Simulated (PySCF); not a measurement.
Radial density of K (potassium, neutral)

r2SCAN, [Ar] 4s1, 2S determinant. Calculation: PySCF 2.14, in Sapporo-DKH3-DZP-2012 (6s5p1d, 26 functions); scalar relativity by spin-free X2C-1e.

| r (bohr) | 4πr²ρ (e/bohr) | 4πr²(ρα − ρβ) |
| --- | --- | --- |
| 0.00113 | 0.09214 | 0.0000 |
| 0.00190 | 0.2365 | 0.0001 |
| 0.00319 | 0.6056 | 0.0001 |
| 0.00536 | 1.511 | 0.0003 |
| 0.00902 | 3.574 | 0.0008 |
| 0.0152 | 7.776 | 0.0016 |
| 0.0255 | 14.57 | 0.0029 |
| 0.0429 | 21.17 | 0.0035 |
| 0.0722 | 20.97 | 0.0016 |
| 0.121 | 15.85 | 0.0002 |
| 0.204 | 20.23 | 0.0083 |
| 0.344 | 20.44 | 0.0070 |
| 0.578 | 6.882 | 0.0060 |
| 0.972 | 6.495 | 0.0339 |
| 1.64 | 4.238 | -0.0057 |
| 2.75 | 0.6160 | 0.1338 |
| 4.63 | 0.2361 | 0.2300 |
| 7.78 | 0.05737 | 0.0573 |
| 13.1 | 0.0008235 | 0.0008 |

Densities and radii are taken from the X2C orbitals without a picture-change correction, which distorts them close to the nucleus.

Question: Where is the radial spin density 4πr²(ρα − ρβ) most negative, and why is it negative at all?

Answer: Around r = 1.64 bohr, down to -0.0057 e/bohr: exchange with the open shell polarises the paired shells in an unrestricted calculation.
